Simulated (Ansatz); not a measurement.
Two structures of Si$_{2}$H$_{10}$O$_{3}$, closed shell, reached by relaxing down either side of one saddle point (PBE0-D4/def2-TZVP). Energies are electronic, without zero-point energy. Computed with Ansatz 0.2.0 (basis: def2-TZVPP and def2-QZVPP); correlated methods freeze the cores. Extrapolation: Hartree–Fock as exp(−7.88 √X), correlation as X^−2.97. First:

| atom | x (Å) | y (Å) | z (Å) |
| --- | --- | --- | --- |
| Si1 | 0.5506 | 0.0119 | -0.3739 |
| H2 | -0.7243 | 0.0032 | 0.3945 |
| O3 | 0.7242 | -1.5224 | -0.9652 |
| Si4 | 1.2406 | -3.0286 | -0.6305 |
| H5 | 0.4685 | 0.8751 | -1.5725 |
| H6 | 1.7206 | 0.2889 | 0.4878 |
| H7 | -0.7652 | 2.5611 | 0.6763 |
| O8 | 0.1999 | 2.4814 | 0.5820 |
| H9 | -2.5388 | 1.2569 | 0.5712 |
| O10 | -2.5718 | 2.1919 | 0.7976 |
| H11 | 2.4907 | -2.9925 | 0.1770 |
| H12 | 0.2063 | -3.7768 | 0.1347 |
| H13 | 1.5031 | -3.7409 | -1.9061 |
| H14 | 0.4602 | 3.1585 | -0.0459 |
| H15 | -2.9647 | 2.2324 | 1.6731 |

Second:

```
atom    x (Å)    y (Å)    z (Å)
 Si1   1.2384   1.0150  -0.6727
  H2  -0.2510  -0.3562   3.5483
  O3   0.8838  -0.4884  -1.1588
 Si4   0.0358  -1.8585  -0.8224
  H5   2.4377   1.4451  -1.4301
  H6   1.4424   1.0693   0.7906
  H7  -1.4417   1.1737   0.0359
  O8   0.0091   2.0842  -0.9663
  H9  -0.2015  -0.5906   2.8405
 O10  -1.7174   0.3744   0.5043
 H11  -0.0282  -2.0992   0.6397
 H12  -1.3188  -1.7942  -1.4152
 H13   0.7867  -2.9750  -1.4544
 H14  -0.1106   2.3807  -1.8701
 H15  -1.7649   0.6199   1.4306
```

Question: Which bonds change from the first to the second?

Answer: Si₂H₆O ([SiH3][O][SiH3]) + H₂O + H₂O → Si₂H₆O₂ ([OH][SiH2][O][SiH3]) + H₂O + H₂; bonds formed: Si1–O8, H2–H9, H7–O10; bonds broken: Si1–H2, H7–O8, H9–O10.

Question: Give the saddle point's structure and its height above each. (Judge from chemistry; the value comes from the calculation.)

Answer: Computed: 1.373 eV above the first and 2.201 eV above the second (CCSD(T) at an estimated basis limit (MP2 extrapolated from triple and quadruple zeta, plus CCSD(T) − MP2 in triple zeta)).
```xyz
15
angstrom
Si 1.0861 0.6612 -0.2214
H 0.0208 -0.0429 0.9464
O 1.0709 -0.8075 -0.9848
Si 0.4164 -2.2446 -0.5380
H 1.8038 1.4083 -1.3198
H 2.0068 0.8883 0.9271
H -1.3009 1.5387 0.2186
O -0.2611 1.8201 -0.3572
H -1.1006 0.2696 1.0679
O -1.9940 0.8879 0.9105
H 0.9201 -2.7009 0.7849
H -1.0688 -2.1668 -0.4792
H 0.8033 -3.2390 -1.5701
H -0.2092 2.3936 -1.1261
H -2.1937 1.3339 1.7412
```

The T1 diagnostic stays at or below 0.012.

Labels in which every atom is bracketed show which atoms are joined, not bond orders.

For scale, one of the runs: CCSD(T)/def2-TZVPP, 317 basis functions, launched by `ansatz run in.yaml --threads 8 --pin off --events-out ev --progress --plain --max-ram 19148MiB`. The run took 3.2 min on 8 CPU threads of an AMD EPYC 7B13 (shared host), with 12 GiB of host memory at its peak.
